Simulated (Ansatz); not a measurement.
`C=C([SiH3])C(=O)S` at its PBE0-D4/def2-TZVP geometry, where that method's forces vanish. The species carries charge 0 and has multiplicity 1.

```xyz
12

C     1.0896    0.3723   -0.9225
C     0.1297   -0.0046   -0.0796
Si   -1.4409   -0.8681   -0.6578
C     0.2572    0.0698    1.3979
O    -0.3374   -0.7037    2.1053
S     1.2764    1.3121    2.1684
H     0.9769    0.2456   -1.9940
H     2.0347    0.7890   -0.5846
H    -2.6282   -0.2330   -0.0368
H    -1.4066   -2.3129   -0.3301
H    -1.4934   -0.6980   -2.1344
H     1.5421    2.0315    1.0684
```

(1) What forces (eV/Å) does PBE-D4/def2-TZVPP give on these atoms in Ansatz 0.2.0? (An estimate is asked.)

## Answers

(1) The calculation gave: 
```
C1   0.250  0.101 -0.300
C2  -0.250 -0.045  0.208
Si3 -0.019 -0.007 -0.002
C4   0.324  0.482 -0.626
O5  -0.631 -0.845  0.767
S6   0.194  0.170  0.385
H7  -0.006 -0.022 -0.233
H8   0.205  0.092  0.077
H9  -0.128  0.059  0.067
H10 -0.005 -0.158  0.035
H11 -0.009  0.014 -0.148
H12  0.076  0.159 -0.229
```
